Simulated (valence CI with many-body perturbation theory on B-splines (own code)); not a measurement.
The numbers below are computed, except where a source is named.
# Level structure of Pm XLVII

Method: relativistic CI+MBPT: five valence electrons over a frozen Dirac-Fock core [Ne], a basis of 11 s, 11 p, 10 d, 8 f, 5 g, 2 h functions for each j, with the one-electron correlation potential Σ1 (screened to all orders), the two-electron term Σ2, the three-electron term Σ3, Breit, model QED; selected single and double excitations, second order for the rest, scaled by the run's own slope (own B-spline code, finite nucleus).

No measured spectrum was set against this ion. As an estimate, large intervals hold to a few tenths of a per cent, small ones and those within an open d or f shell to about a per cent. Among the levels kept, up to 3200 cm⁻¹ of a level comes from second order outside the variational space, and about a tenth of that is noise between levels of different J, which matters for small intervals.

Levels 136 to 168 of 168, with energies above the lowest level, (3s^2 3p1/2^2 3p3/2) J=3/2. "Leading %" is the weight of the configuration and term that name the level; weights of strongly mixed levels are sums over their largest components and can fall short, so below about 35 % the name and the second component can differ from the true leading terms, or belong to a minority configuration. In the jj column 3d3/2^4 stands for four electrons in 3d with j = 3/2.

```tsv
No.	Configuration	Term	J	E (eV)	Leading %	Leading jj	g	Second component
136	3s²3p3d²	⁴D°	5/2	690.44	29	3s^2 3p3/2 3d3/2 3d5/2 (76 %)	1.141	28 % 3s²3p3d² ²F°
137	3s²3p3d²	²S°	1/2	691.88	31	3s^2 3p3/2 3d3/2 3d5/2 (65 %)	1.851	19 % 3s²3p3d² ⁴P°
138	3s²3p3d²	⁴D°	7/2	691.88	35	3s^2 3p3/2 3d3/2 3d5/2 (82 %)	1.200	24 % 3s²3p3d² ²F°
139	3s²3p3d²	⁴P°	5/2	692.28	44	3s^2 3p3/2 3d3/2 3d5/2 (86 %)	1.421	28 % 3s²3p3d² ⁴D°
140	3s3p²3d²	⁴F	9/2	705.27	23	3s 3p1/2^2 3d5/2^2 (79 %)	1.238	13 % 3s3p²3d² ²G
141	3s²3p3d²	²D°	5/2	705.94	33	3s^2 3p3/2 3d5/2^2 (70 %)	1.199	16 % 3s²3p3d² ⁴P°
142	3s²3p3d²	²G°	7/2	707.68	35	3s^2 3p3/2 3d3/2 3d5/2 (69 %)	1.129	20 % 3s²3p3d² ⁴D°
143	3s²3p3d²	²H°	11/2	711.51	67	3s^2 3p3/2 3d5/2^2 (75 %)	1.142	31 % 3s²3p3d² ⁴G°
144	3s3p²3d²	⁴D	5/2	713.74	16	3s 3p1/2^2 3d5/2^2 (86 %)	1.343	14 % 3s3p²3d² ²D
145	3s²3p3d²	²D°	5/2	714.22	38	3s^2 3p3/2 3d3/2 3d5/2 (68 %)	1.143	18 % 3s²3p3d² ⁴D°
146	3s²3p3d²	²F°	7/2	715.24	44	3s^2 3p3/2 3d5/2^2 (75 %)	1.205	31 % 3s²3p3d² ⁴D°
147	3s²3p3d²	²G°	9/2	715.78	67	3s^2 3p3/2 3d3/2 3d5/2 (68 %)	1.074	18 % 3s²3p3d² ²H°
148	3s3p²3d²	²F	7/2	716.82	18	3s 3p1/2^2 3d5/2^2 (80 %)	1.086	15 % 3s3p²3d² ⁴D
149	3s²3p3d²	²D°	3/2	717.07	27	3s^2 3p3/2 3d3/2 3d5/2 (77 %)	0.964	22 % 3s²3p3d² ²P°
150	3p⁵	²P°	1/2	718.96	40	3p1/2 3p3/2^4 (40 %)	0.834	9 % 3s3p³3d ²S°
151	3s²3p3d²	²G°	9/2	719.45	49	3s^2 3p3/2 3d5/2^2 (65 %)	1.211	38 % 3s²3p3d² ⁴F°
152	3s²3p3d²	²D°	3/2	721.24	28	3s^2 3p3/2 3d3/2 3d5/2 (73 %)	1.240	20 % 3s²3p3d² ⁴S°
153	3s²3p3d²	²P°	1/2	721.39	55	3s^2 3p3/2 3d3/2 3d5/2 (40 %)	0.716	22 % 3p⁵ ²P°
154	3s3p²3d²	⁴F	3/2	722.03	22	3s 3p1/2^2 3d5/2^2 (69 %)	1.095	10 % 3s3p²3d² ²P
155	3p⁴3d	²D	3/2	723.91	20	3p1/2^2 3p3/2^2 3d3/2 (45 %)	1.007	17 % 3p⁴3d ⁴D
156	3s²3p3d²	²F°	5/2	724.43	60	3s^2 3p3/2 3d3/2 3d5/2 (86 %)	0.992	20 % 3s²3p3d² ²D°
157	3p⁴3d	⁴D	5/2	733.91	26	3p1/2^2 3p3/2^2 3d3/2 (50 %)	1.129	8 % 3p⁴3d ²F
158	3s²3p3d²	²P°	1/2	734.44	75	3s^2 3p3/2 3d5/2^2 (44 %)	0.742	7 % 3s²3p3d² ²S°
159	3s3p²3d²	⁴P	1/2	735.94	17	3s 3p1/2^2 3d5/2^2 (32 %)	1.124	17 % 3s3p²3d² ⁶F
160	3s3p²3d²	⁴P	1/2	737.46	22	3s 3p1/2^2 3d5/2^2 (45 %)	1.305	17 % 3s3p²3d² ⁶F
161	3p⁴3d	²F	7/2	741.43	26	3p1/2^2 3p3/2^2 3d3/2 (74 %)	1.070	25 % 3p⁴3d ²G
162	3s²3p3d²	²P°	3/2	743.72	68	3s^2 3p3/2 3d5/2^2 (83 %)	1.269	6 % 3s²3p3d² ²D°
163	3s3p³3d	⁴P°	1/2	743.99	34	3s 3p3/2^3 3d3/2 (71 %)	2.084	21 % 3s3p³3d ²S°
164	3s3p²3d²	⁶F	3/2	744.05	36	3s 3p1/2 3p3/2 3d3/2^2 (69 %)	0.879	16 % 3s3p²3d² ⁶G
165	3s²3p3d²	²F°	7/2	744.74	30	3s^2 3p3/2 3d5/2^2 (70 %)	1.154	21 % 3s²3p3d² ²G°
166	3s3p²3d²	⁶F	1/2	745.38	33	3p1/2^2 3p3/2^2 3d3/2 (43 %)	0.628	22 % 3p⁴3d ⁴P
167	3s²3p3d²	²D°	5/2	745.82	48	3s^2 3p3/2 3d5/2^2 (84 %)	1.193	14 % 3s²3p3d² ²F°
168	3s3p²3d²	⁶G	5/2	746.30	25	3s 3p1/2 3p3/2 3d3/2^2 (59 %)	1.086	17 % 3s3p²3d² ⁶F
```

Where two levels of one J and parity lie close, their mixing, g and order are uncertain.
